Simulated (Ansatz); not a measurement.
Molecule: GaF2, charge 1, multiplicity 1. 
Geometry from a B3LYP-D3(BJ)/def2-TZVP (Ansatz, a program for electronic structure) optimisation:
```xyz
3

Ga     0.0000     0.0000     0.0000
F      0.0000     0.0000    -1.6703
F      0.0000     0.0000     1.6703
```
Charge +1, spin multiplicity 1.

Basis-set convergence of Hartree-Fock and CCSD correlation energies (hartree) with Ansatz. Correlated levels leave the core frozen unless marked. Spin-orbit coupling is left out. The frozen core is the preceding noble-gas configuration, with the filled d and f shells of earlier blocks. No relativistic terms.

```tsv
basis	functions	E(HF)	E(corr, CCSD)
aug-cc-pVDZ	82	-2121.85660	-0.46441
aug-cc-pVTZ	151	-2121.98491	-0.57295
aug-cc-pVQZ	253	-2122.00443	-0.61226
```

Extrapolating the two largest sets (X = 3 and 4) as X^-3: E(corr) = (64·(-0.61226) - 27·(-0.57295))/37 = -0.6409 Eh, an estimate of the basis-set limit. The largest set recovers 95.5 % of it, the smallest 72.5 %.
